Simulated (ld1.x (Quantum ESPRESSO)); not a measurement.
# Eu: excitation energies, all-electron against TM

* Element: europium
* Generator: ld1.x (Quantum ESPRESSO) 7.5
* Type: norm-conserving Troullier–Martins (Kleinman–Bylander form)
* Functional: PBE
* Relativity: fully relativistic
* Frozen core: [Kr] 4d10 5s2
* Valence charge: 15
* Reference configuration: 4f7 5p6 5d0 6s1.75 6p0.25
* Partial waves: 6s (bound): rc 3.65 bohr; 5p (bound): rc 2.20 bohr; 4f (bound): rc 1.15 bohr; 5d (bound, empty): rc 3.15 bohr
* Local potential: the d channel
* Core correction: none

Open shells are filled in proportion to 2j + 1 (rel_dist='average').

Occupied shells without a wave of their own: 6p. They enter only through the test configuration that unscreens the potential.

Energies are relative to the spin-unpolarised reference configuration 4f7 5p6 5d0 6s1.75 6p0.25; without spin polarisation the order of configurations can differ from experiment. The d channel is local and has no spin–orbit splitting in the pseudo-atom.

| valence configuration | charge | ΔE all-electron (eV) | error AE − PS (meV) |
| --- | --- | --- | --- |
| 4f7 5p6 5d0 6s2 6p0 | 0 | -0.609 | -7.7 |
| 4f7 5p6 5d0 6s1 6p0 | +1 | 5.412 | -15 |
| 4f7 5p6 5d0 6s0 6p0 | +2 | 16.648 | -13 |
| 4f7 5p6 5d0 6s1.5 6p0 | +0.5 | 1.789 | -12 |
| 4f7 5p6 5d1 6s1 6p0 | 0 | 1.551 | -11 |
| 4f8 5p6 5d0 6s0 6p0 | +1 | 7.366 | -226 |

Problem. What are ΔE and the potential's error for 4f6 5p6 5d1 6s2 6p0?

Solution. ΔE = 2.731 eV all-electron; the error (AE − PS) is -323 meV.

ld1.x printed “convergence not achieved” for 5 of the counted tests; their residual had stalled under 1e-8, short of the target of 1e-14. The 6p level has no wave, so the channel is fitted at the deeper level alone: the likely source of the large errors.

Note: ghost state, extra bound levels that the all-electron valence spectrum of the same l lacks: s at -20.1 eV. A true bound ghost makes a file unfit for plane-wave use.
